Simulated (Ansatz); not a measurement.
Relaxation of CH₇NSi₂ (11 atoms, charge 0, multiplicity 1), to a largest force component of 0.02 eV/Å in at most 50 steps.

The calculation used UKS B3LYP-D4/def2-SVP in Ansatz 0.2.0.

```xyz
11
Properties=species:S:1:pos:R:3
C -0.450 1.203 -0.268
N -0.320 -0.175 -0.062
Si 0.124 -0.930 1.325
Si 0.789 -1.188 -0.867
H -0.838 1.438 -1.321
H -1.269 1.667 0.388
H 0.449 1.826 -0.113
H -1.337 -0.357 0.059
H 0.896 0.077 2.209
H -0.107 -2.031 -1.753
H 1.797 -0.378 -1.428
```

Q: Where does it end, and by what steps?

A: It converged. After 7 steps the energy has fallen by 2.880 eV; H9 moved furthest, 0.58 Å.

| step | energy less start (eV) | largest force component (eV/Å) | accepted |
| --- | --- | --- | --- |
| 0 | 0.0000 | 7.760 | yes |
| 1 | -1.8407 | 4.122 | yes |
| 2 | -2.7330 | 1.393 | yes |
| 3 | -2.8552 | 0.451 | yes |
| 4 | -2.8750 | 0.229 | yes |
| 5 | -2.8763 | 0.189 | yes |
| 6 | -2.8797 | 0.063 | yes |
| 7 | -2.8803 | 0.011 | yes |

```xyz
11
Properties=species:S:1:pos:R:3
C -0.550 1.346 -0.244
N -0.596 -0.112 -0.073
Si 0.118 -1.062 1.585
Si 0.784 -1.250 -0.644
H -0.805 1.638 -1.277
H -1.246 1.842 0.453
H 0.465 1.702 -0.021
H -1.525 -0.472 -0.298
H 1.176 0.041 1.706
H 0.175 -2.167 -1.657
H 1.739 -0.353 -1.363
```

Whether the end is a true minimum wasn't checked by a vibrational analysis.

Run time: 32 s on 2 threads of Arm Neoverse V1, with other jobs on the host, peak memory 0.28 GiB.
